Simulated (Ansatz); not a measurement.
A nudged elastic band was laid between two geometries of CH₆N₂Si (10 atoms, charge 0, multiplicity 1).

Computed with Ansatz, RKS PBE0-D4/6-31G*.

| Quantity | Value |
| --- | --- |
| movable images | 7 |
| climbing image | yes |
| spring | 5.0 eV/Å² |
| optimiser | quadratic models (default) |
| start path | through a guess of the saddle point |
| force threshold | 0.05 eV/Å |
| iteration limit | 60 |
| end points | relaxed |

First end point:

```xyz
10
Properties=species:S:1:pos:R:3
C -1.760 0.847 -0.366
N -0.774 0.208 -0.835
Si 0.306 -0.712 0.211
N 1.960 -0.247 0.116
H -2.424 1.415 -1.031
H -2.029 0.888 0.705
H -0.116 -0.546 1.638
H 0.201 -2.123 -0.239
H 2.464 -0.397 -0.749
H 2.255 0.616 0.553
```

Last end point:

```xyz
10
Properties=species:S:1:pos:R:3
C -1.462 0.709 -0.641
N -0.427 0.731 0.102
Si 0.699 -0.834 0.554
N 1.965 -0.869 -0.455
H -1.908 1.612 -1.056
H -1.904 -0.258 -0.874
H 0.699 -0.537 2.032
H -0.413 -1.786 0.255
H -0.021 1.652 0.267
H 2.856 -0.470 -0.180
```

Problem. Which bonds break or form, and what moves?

Solution. Bonds broken: N4–H9. Bonds formed: N2–H9.

Problem. What energy profile does the band end with?

Solution. It converged. The highest image is number 5 of 0 to 8, 51.5 kcal/mol above the first end and 6.7 kcal/mol above the last; the last end lies 44.8 kcal/mol above the first. The profile has 3 maxima (images 1, 5, 7) with wells between them (images 2, 6): this band takes more than one step, which may be the mechanism or a detour left from its start path. Neighbouring images differ by up to 2.0 eV, so the band resolves the path poorly. A vibrational analysis at the climbing image gives one clearly imaginary mode, 1302i cm⁻¹: a first-order saddle point. The orbitals stay closed-shell, which can raise the energy where a bond breaks towards radicals; this wasn't checked here.

| image | path coordinate (Å) | energy (kcal/mol) | N4–H9 (Å) | N2–H9 (Å) |
| --- | --- | --- | --- | --- |
| 0 | 0.00 | 0.0 | 1.01 | 3.29 |
| 1 | 1.48 | 2.0 | 1.01 | 3.31 |
| 2 | 2.97 | 0.6 | 1.01 | 3.53 |
| 3 | 4.45 | 2.6 | 1.01 | 3.07 |
| 4 | 5.94 | 4.9 | 1.01 | 2.44 |
| 5 | 7.42 | 51.5 | 1.48 | 1.18 |
| 6 | 9.03 | 45.9 | 2.81 | 1.02 |
| 7 | 10.65 | 46.8 | 3.00 | 1.02 |
| 8 | 12.26 | 44.8 | 3.29 | 1.02 |

Problem. What is the geometry of the highest image?

Solution. 
```xyz
10
Properties=species:S:1:pos:R:3:forces:R:3
C -1.593 0.783 -0.547 0.00 0.00 -0.01
N -0.415 0.389 -0.319 0.00 0.01 0.02
Si 0.603 -0.855 0.617 0.00 0.00 0.00
N 1.842 0.021 -0.069 0.00 -0.02 0.01
H -1.778 1.646 -1.189 0.00 0.00 0.00
H -2.458 0.277 -0.114 0.00 0.00 0.00
H 0.193 -0.768 2.058 0.00 0.00 0.00
H 0.170 -2.217 0.160 0.00 0.00 0.00
H 0.676 0.745 -0.613 -0.01 0.00 0.00
H 2.843 -0.073 0.020 0.00 0.01 0.00
```

The run took 15 min on 1 thread of Arm Neoverse V1 (shared host), peak memory 0.15 GiB.
